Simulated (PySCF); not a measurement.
From a computed spectrum to the compound

A species of 10 atoms with charge 0 has these harmonic modes (B3LYP, small Gaussian bases with core potentials, PySCF 2.14.0):

| cm⁻¹ | km/mol | symmetry |
| --- | --- | --- |
| 11 | 13.1 |  |
| 106 | 0.0 |  |
| 107 | 0.0 |  |
| 276 | 0.1 |  |
| 278 | 0.0 |  |
| 280 | 0.0 |  |
| 300 | 0.0 |  |
| 393 | 11.5 |  |
| 397 | 11.1 |  |
| 519 | 1.1 |  |
| 522 | 164.7 |  |
| 523 | 36.5 |  |
| 524 | 184.0 |  |
| 526 | 21.2 |  |
| 536 | 529.8 |  |
| 1523 | 21.8 |  |
| 1524 | 22.4 |  |
| 1528 | 0.6 |  |
| 3475 | 5.2 |  |
| 3476 | 3.7 |  |
| 3478 | 2.1 |  |
| 3548 | 0.6 |  |
| 3548 | 0.9 |  |
| 3552 | 0.9 |  |

Which species is it, and in which structure?

Eu(NH2)3 (singlet in the valence; each metal's 4f electrons, 6 of them, lie in its core potential, out of spins and levels):
```xyz
10

Eu   -0.0013   -0.0020    0.0137
N     2.2223    0.0093   -0.0460
H     2.8455    0.8185    0.0226
H     2.8456   -0.7949   -0.1581
N    -1.1039    1.9227    0.1816
H    -0.6905    2.8564    0.2492
H    -2.1152    2.0797    0.1852
N    -1.1079   -1.9139   -0.2581
H    -2.1210   -2.0548   -0.2938
H    -0.7080   -2.8471   -0.3894
```
Ideal gas at 298.15 K and 1 bar: S = 412.5 J/(mol K), Cp = 129.6 J/(mol K), H − H(0 K) = 25.7 kJ/mol (rigid rotor, harmonic modes, spin degeneracy alone, that of the 4f electrons in the core included; the modes under 60 cm⁻¹ make these uncertain). An lcecp potential fixes the number of 4f electrons, so in runs with it no electron can move into or out of that shell.
 This is one of several that fit.
